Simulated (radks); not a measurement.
Results of a calculation; reference values are marked as such.
Task: Coherent X-ray form factor from a spherical all-electron density. Level of theory: scalar-relativistic Kohn-Sham, PBE, spin-polarised, spherical densities, finite nucleus; Fermi nuclear charge, rms radius of each element as measured or else 0.836 A^(1/3) + 0.57 fm (a radial shooting solver on a logarithmic mesh with Libxc functionals).

sin(theta)/lambda (1/angstrom),f0 (electrons)
0.05,77.432
0.1,75.793
0.15,73.259
0.2,70.076
0.25,66.514
0.3,62.815
0.4,55.715
0.5,49.595
0.6,44.556
0.8,36.806
1,30.785
1.25,24.777
1.5,20.372
2,15.429

The species is in the configuration that NIST lists as its ground one. Which atom or ion scatters so?

Result: The bismuth ion Bi5+, [Xe] 4f14 5d10. Extrapolating in s^2 from the first two rows gives f0(0) = 78.0, near the electron count 78; among species with that count, the fall with angle is slower the higher Z, and the table is that of Z = 83; from so few rows the species is fixed only to a neighbour or two.
